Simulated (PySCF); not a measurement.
C4H11Ge, doublet, at a GFN2-xTB geometry. Base run: M062X/STO-3G in PySCF.

Geometry (Å):
```xyz
16

C     -1.8504     1.5601     0.1459
C     -1.5767     0.1150    -0.0664
C     -2.0733    -0.8628     0.9363
C     -0.4710    -0.2713    -0.9386
Ge     1.3593    -0.1397    -0.0677
H     -2.8525     1.7164     0.5420
H     -1.7466     2.1185    -0.7841
H     -1.1405     1.9927     0.8660
H     -1.3964    -0.9165     1.8015
H     -2.1313    -1.8644     0.5106
H     -3.0565    -0.5795     1.3080
H     -0.5635    -1.3088    -1.2662
H     -0.4170     0.3670    -1.8230
H      1.4845    -1.0115     1.1461
H      2.4740    -0.5419    -0.9912
H      1.6777     1.2514     0.3929
```
Charge 0, spin multiplicity 2.
Orbitals are unrestricted.
All else is at PySCF's defaults.
Base energy -2210.13419 Eh.

The base run was repeated with changes; each row names its change, and settings that it needs were set with it.

| change | ΔE vs base (mEh) | grid points | electrons on the grid | outcome |
|---|---|---|---|---|
| base | 0.000 | 185000 | 67.00007 | converged |
| grids.level = 0 | 166.0 | 13616 | 67.00028 | converged |
| grids.level = 7 | -0.040 | 984720 | 67.00000 | converged |
| grids.level = 4 | -0.051 | 317408 | 67.00000 | converged |
| grids.atom_grid = (75, 302) | -0.405 | 232728 | 67.00003 | converged |
| grids.becke_scheme = stratmann | -0.002 | 185000 | 67.00006 | converged |
| grids.prune = dft.gen_grid.treutler_prune | 0.015 | 160872 | 67.00007 | converged |
| grids.prune = dft.gen_grid.sg1_prune | - | - | - | stopped with an error |
| grids.level = 2 | -0.428 | 116968 | 67.00002 | converged |
| grids.radi_method = gauss_chebyshev | 0.191 | 181088 | 67.00007 | converged |
| grids.atom_grid = (50, 194) | -8.983 | 105560 | 66.99998 | converged |

Open shells are given as the SCF converged; they aren't shown to be the lowest states, and a large step between rows can be another state.

- grids.prune = dft.gen_grid.sg1_prune: ended with `IndexError: index 32 is out of bounds for axis 0 with size 19`
